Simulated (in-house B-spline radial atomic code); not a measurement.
# How G0W0 and RPA depend on the start: Ag-

Configuration [Kr] 4d10 5s2. Computed with a B-spline radial code for spherical atoms: all electrons, scalar-relativistic (spin-free one-electron X2C), finite nucleus, each spin shell either full or empty, empty states to l = 9 with an (l + 1/2)⁻⁴ tail; G0W0 by contour deformation at full frequency.

The anion's configuration is assumed.

| start | mean-field 5s (eV) | G0W0 (eV) | QP weight | RPA correlation (Eh) |
| --- | --- | --- | --- | --- |
| Hartree-Fock | -0.627 | -1.281 | 0.846 | -3.3783 |
| LC-wPBE | -1.183 | ? | ? | ? |
| wB97X | -1.271 | -1.446 | 0.905 | -3.5752 |
| CAM-B3LYP | -0.478 | ? | ? | ? |

Task: What G0W0 level, weight and RPA correlation energy follow from the LC-wPBE start?

Result: G0W0 level -1.386 eV, weight 0.899, RPA correlation -3.5889 hartree.

Task: What G0W0 level, weight and RPA correlation energy follow from the CAM-B3LYP start?

Result: G0W0 level -1.276 eV, weight 0.809, RPA correlation -3.6061 hartree.

Task: How much of the dependence on the start does G0W0 remove?

Result: The mean-field levels span 0.792 eV and the G0W0 levels 0.17 eV. Against 1.302 eV (electron affinity of the neutral atom) the G0W0 removal energies are off by -0.03 to +0.14 eV, with spin-orbit coupling, Breit and QED terms left out.
